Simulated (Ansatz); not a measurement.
`O[Si](O)(F)[SiH3]` + H₂ → `O[SiH](F)[SiH3]` + H₂O at 700 K and 1 bar (hydrogenolysis of the Si–O bond).

Calculated with Ansatz (gas phase, PBE0-D4/def2-TZVP geometries, no zero-point term in ΔE). CCSD(T)/CBS is the MP2 limit (def2-TZVPP, def2-QZVPP) plus CCSD(T) − MP2 in def2-TZVPP, frozen cores. This one scheme is used for every species. One conformer a species, not always the lowest.

```json
{"species": "`O[Si](O)(F)[SiH3]`", "CCSD(T)/CBS energy (Eh)": "-831.48045", "H − E (kJ/mol)": "236.3", "S (J/(mol·K))": "498.8"}
{"species": "H₂", "CCSD(T)/CBS energy (Eh)": "-1.17544", "H − E (kJ/mol)": "46.8", "S (J/(mol·K))": "155.3"}
{"species": "`O[SiH](F)[SiH3]`", "CCSD(T)/CBS energy (Eh)": "-756.23815", "H − E (kJ/mol)": "208.1", "S (J/(mol·K))": "452.3"}
{"species": "H₂O", "CCSD(T)/CBS energy (Eh)": "-76.37941", "H − E (kJ/mol)": "80.5", "S (J/(mol·K))": "218.4"}
```

H − E and S are ideal-gas, rigid-rotor, harmonic terms from PBE0-D4/def2-TZVP, for one conformer and one mirror image of each species. The MP2-based limit puts H₂ 0.8 mEh under its directly extrapolated value; such offsets cancel only in part. 1 Eh = 2625.50 kJ/mol, R = 8.31446 J/(mol·K).

Task: By hand: ΔE, ΔH, ΔS and ΔG.

Result: ΔE = (-756.23815) + (-76.37941) − (-831.48045) − (-1.17544) = 0.03833 Eh = 100.6 kJ/mol. Δ(H − E) = 208.1 + 80.5 − 236.3 − 46.8 = 5.5, so ΔH = 106.1 kJ/mol. ΔS = 452.3 + 218.4 − 498.8 − 155.3 = 16.6 J/(mol·K). ΔG = 106.1 − 700 × (16.6)/1000 = 94.5 kJ/mol.

Task: By hand: the equilibrium constant, and the temperature at which ΔG would vanish if ΔH and ΔS stayed fixed.

Result: log₁₀ K = −ΔG/(RT ln 10) = -7.1. ΔG = 0 at ΔH/ΔS = 6392 K, far beyond where these terms or the molecules hold.

ΔH outweighs TΔS. A doubt of 5 kJ/mol in ΔE shifts log₁₀ K by 0.4 here. Other conformers and mirror images would add mixing entropy, several J/(mol·K) or more a flexible species. These are equilibria of isolated gas molecules and say nothing of rates. Largest T1 diagnostic: 0.013 (customary marks: 0.02 for closed shells, 0.045 for open ones).
